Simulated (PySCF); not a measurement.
[La(H2O)4]3+ relaxed at several levels

Computed with PySCF 2.14.0, def2-SVP on the ligands, density fitting, scalar-relativistic core potentials, no spin-orbit coupling, vacuum. Each row is relaxed at its own level from the same template. Distances are means of the shortest metal–ligand contacts, charges and spins Mulliken's; removal energies are rigid, with the ligand's formal charge and no counterpoise, so too large; for an anion taken off a cation in vacuum most of it is the attraction of opposite charges, and multiply charged cations can part far more cheaply with an electron moved from ligand to metal. lcecp potentials hold a fixed number of 4f electrons in the core, out of states, spins and gaps.

```csv
level,basis on the metal,point group,M–H2O (Å),charge on M (e),HOMO–LUMO gap (eV),removal of one H2O (eV),"strongest infrared band, degenerate modes summed (cm⁻¹)",unstable modes (below −25 cm⁻¹)
PBE0,lcecp-1-SVP with ECP46,S4,2.432,1.89,–,3.06,–,not given
PBE0,def2-SVP with ECP46,D2d,2.439,1.84,8.33,3.02,–,3
```

What does the calculation give for PBE, def2-SVP with ECP46?

point group: S4, M–H2O (Å): 2.443, charge on M (e): 1.68, HOMO–LUMO gap (eV): 5.86, removal of one H2O (eV): 3.10, strongest infrared band, degenerate modes summed (cm⁻¹): 3508, unstable modes (below −25 cm⁻¹): 0 (lowest -17 cm⁻¹, within noise).
```xyz
13

La    0.0000    0.0000    0.0000
O     1.4419    1.3635    1.4251
H     1.3665    1.5323    2.3998
H     2.2564    1.8713    1.1726
O    -1.4420   -1.4251    1.3635
H    -2.2569   -1.1725    1.8709
H    -1.3660   -2.4000    1.5327
O     1.4419   -1.3635   -1.4251
H     2.2564   -1.8713   -1.1726
H     1.3665   -1.5323   -2.3998
O    -1.4420    1.4251   -1.3635
H    -1.3660    2.4000   -1.5327
H    -2.2569    1.1725   -1.8709
```

Members with unstable modes aren't minima as they stand: saddle points kept by symmetry or, where the modes are soft, flat surfaces and noise. Moved off a saddle point of the template and relaxed again: PBE0, PBE. One start shape was tried for each, so a minimum needn't be the lowest isomer.
